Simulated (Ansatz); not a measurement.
Job for Ansatz (a first-principles code): U-CCSD(T)/def2-TZVPP on H3OSb (SMILES [OH][SbH2]), a point of a bond scan (R = 1.300 Å). Elements past Kr take the def2 small-core potentials; no spin–orbit coupling. The run froze 10 orbitals, filled d shells among them.

Ansatz 0.2 input:
```yaml
crystal:
  periodic: [false, false, false]
  atoms:
    - {symbol: Sb, position_ang: [-0.13991851, -0.18850357, 0.17284294]}
    - {symbol: H, position_ang: [-1.57925916, -0.00123820, -0.74909475]}
    - {symbol: H, position_ang: [0.34632779, -1.50101127, -0.82596986]}
    - {symbol: O, position_ang: [0.87678159, 1.17036346, -0.87102850]}
    - {symbol: H, position_ang: [1.52173199, 1.95695491, -0.06193166]}
basis:
  gaussian:
    orbitals: def2-TZVPP
correlation: {method: ccsd_t, electrons: outside_noble_gas}
scf: {omitted_lower_state_checks: [cluster_reference]}
magnetization: {spin_polarized: true, initial_magnetization: 0}
```

The head of its log:

```
WARN ansatz: RAYON_NUM_THREADS=1 ignored (pool sized by the plan → 1); use --threads N
Functional definition: HF
these checks for a lower state are left out or cut short: cluster_reference
integrals: 0.32 GiB planned
887 factors; integrals over basis functions are off by at most 7.5e-4 eV
mean field: 0.36 GiB planned
mean field evaluation 1: about -8590.8977 eV, gradient 2.7e1 eV
mean field evaluation 2: about -8590.9019 eV, gradient 2.7e1 eV
mean field evaluation 4: about -8593.9075 eV, gradient 1.8e0 eV
mean field evaluation 8: about -8593.9549 eV, gradient 9.7e-4 eV
mean field evaluation 16: about -8593.8715 eV, gradient 8.9e-1 eV
mean field evaluation 32: about -8591.9234 eV, gradient 7.5e0 eV
mean field -8593.95485662 eV, -315.8220157889 hartree, gradient 2.2e-6 eV, S^2 0.000000; 4 other end points of the search recorded, 0 dependent functions left out
10 core orbitals not correlated
reference -8593.95485662 eV, -315.8220157889 hartree; 7, 7 occupied and 106, 106 virtual orbitals, 887 factors
```

Question: Give the final energy of this run.

Answer: -316.2520 hartree (reference determinant -315.8220, T1 diagnostic 0.017).
